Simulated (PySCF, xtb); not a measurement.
Si(OH)(NH2)3 (H7N3OSi), SMILES N[Si](N)(N)O. Other conformers were not sampled.

Harmonic wavenumbers (cm⁻¹) from GFN2-xTB in xtb at its own minimum, in rising order: 129, 152, 179, 198, 225, 250, 267, 278, 291, 587, 608, 628, 742, 810, 818, 824, 830, 903, 938, 954, 1531, 1538, 1541, 3480, 3481, 3494, 3510, 3515, 3528, 3701.

Q: What does B3LYP-D3(BJ)/def2-SVP (PySCF 2.14.0) give at its own minimum? (An estimate is asked for; the answer gives what the named calculation found.)

A: 103, 125, 188, 209, 254, 304, 326, 331, 354, 401, 431, 477, 731, 766, 783, 814, 829, 904, 930, 960, 1527, 1541, 1544, 3557, 3559, 3597, 3649, 3651, 3697, 3868. Paired by order, the mean absolute difference is 61 cm⁻¹ and the zero-point energies are 57.1 and 57.8 kcal/mol.
